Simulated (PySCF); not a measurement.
# Spinor energies of W³⁺ (tungsten, charge +3)

Start: [Xe] 4f14 5d2 6s1; 5d5/2 filled at m_j = +3/2, +5/2; 6s1/2 filled at m_j = +1/2. Calculated with PySCF 2.14 in x2c-SVPall-2c with one added diffuse shell each of s, d type (8s9p10d2f, 99 functions): generalised Hartree-Fock with the X2C-1e Hamiltonian and a Gaussian nucleus; one run each with spin-orbit coupling (SO) switched off, then screened by Boettger's factors. This is a chosen level, not necessarily the ground level.

```
spinor shell  electrons  ε, spin-free (eV)  ε, screened SO (eV)  weight of nominal j (screened SO)  rms radius, screened SO (bohr)
       1s1/2          2           -69932.3             -69911.1                              1.000                          0.0208
       2s1/2          2           -12241.8             -12235.2                              1.000                          0.0838
       2p1/2          2           -10714.9             -11681.8                              1.000                          0.0713
       3s1/2          2            -2909.2              -2907.1                              1.000                           0.214
       3p1/2          2            -2449.1              -2660.8                              1.000                           0.206
       3p3/2          4            -2449.1              -2361.8                              1.000                           0.221
       3d3/2          4            -1913.8              -1951.3                              1.000                           0.195
       3d5/2          6            -1913.8              -1887.0                              1.000                           0.199
       4s1/2          2            -660.73              -660.18                              1.000                           0.478
       4p1/2          2            -507.04              -556.53                              1.000                           0.487
       4p3/2          4            -507.04              -486.64                              1.000                           0.519
       4d3/2          4            -308.28              -315.93                              1.000                           0.544
       4d5/2          6            -308.28              -302.85                              1.000                           0.556
       5s1/2          2            -127.84              -127.83                              1.000                            1.14
       5p1/2          2            -85.651              -92.373                              0.980                            1.31
       5p3/2          4            -85.651              -82.956                              0.943                            1.32
       4f5/2          6            -85.338              -86.359                              0.959                           0.692
       4f7/2          8            -85.338              -84.266                              0.990                           0.666
       5d5/2          2            -41.441              -41.124                              0.806                            1.86
       6s1/2          1            -32.756              -32.761                              0.999                            2.99
```

Where does 2p3/2 lie, and what is the 2p spin-orbit splitting (screened SO)?

At -10322.6 eV, 1359.1 eV above 2p1/2.

```
   quantity     spin-free   screened SO
E (hartree)  -16127.94326  -16146.82465
        M_J           9/2           9/2
       ⟨J²⟩        24.755        24.759
       ⟨L²⟩        12.004        12.459
       ⟨S²⟩         3.751         3.717
```

Each row is a mean over spinors that exchange with the open shell spreads, by up to 6.441 eV (5p3/2).

Rows whose weight is well below 1 are mixtures of j = l ± 1/2: exchange outweighs spin-orbit coupling there, and the label is only the starting occupation.

Breit and QED terms are absent; they matter most for the inner s and p1/2 levels.

Densities and radii are taken from the X2C orbitals without a picture-change correction, which distorts them close to the nucleus.

Without spin-orbit coupling the j labels of p, d and f shells carry no meaning; the spin-free column gives the mean over the occupied spinors of each nl shell.
